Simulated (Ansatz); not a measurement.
Basis-set extrapolation for C2H7AlO (`CO[CH2][AlH2]`) (PBE0-D4/def2-TZVP geometry, frozen core, Ansatz 0.2.0). Multiplicity 1, RHF reference.

```csv
,def2-TZVPP,def2-QZVPP
HF,-396.616288,-396.631080
MP2 correlation,-0.670232,-0.717617
CCSD(T) correlation,-0.738534,not run
```

Energies in hartree. Use E(X) = E(∞) + A·exp(−7.88·√X) for Hartree–Fock and E(X) = E(∞) + B·X^(−2.97) for correlation, with X = 3 and 4, and add CCSD(T) minus MP2 of the smaller set to the MP2 limit.

Question: What is the CCSD(T) energy at the basis-set limit?

Answer: HF limit: -396.631080 + (-0.014792) × 0.13774 = -396.63312. MP2 limit: -0.717617 + (-0.047385) × 0.74074 = -0.75272. Higher-order term: -0.738534 − (-0.670232) = -0.06830. Total: -397.45414 hartree, 62.3 kcal/mol below CCSD(T)/def2-TZVPP.
